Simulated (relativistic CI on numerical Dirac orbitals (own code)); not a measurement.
**Pr²⁺: 3d photoemission**

Computed with this model: Dirac-Coulomb-Breit CI, orbitals from a KLI potential per configuration, QED by a radiative potential, valence Slater integrals scaled by 0.8, multiplet model of photoemission in the sudden approximation; configurations [Xe] 4f3 → [Ar] 3d9 4s2 4p6 4d10 4f3 5s2 5p6; 80 K; Lorentzian 0.9 eV and Gaussian 0.7 eV FWHM. Energies are those of the free ion, without screening or charge transfer. The energies are binding energies and can lie tens of eV above those of solids. S is read from ⟨S²⟩ = S(S + 1).

free ion: ground-state S = 1.48, centroid 954.56 eV. Peaks (eV, height): 945.9 (100), 966.6 (40), 970.1 (13).

Strongest unbroadened transitions for free ion:

```csv
Energy (eV),Relative strength
945.42,44.6
945.44,37.1
945.46,39.6
945.59,24.2
945.80,13.3
945.95,100.0
946.12,12.4
946.20,41.7
946.23,64.2
946.29,9.4
946.64,17.6
965.77,89.9
966.74,47.5
966.81,19.3
967.29,13.9
967.46,20.2
969.92,10.6
970.24,19.1
```
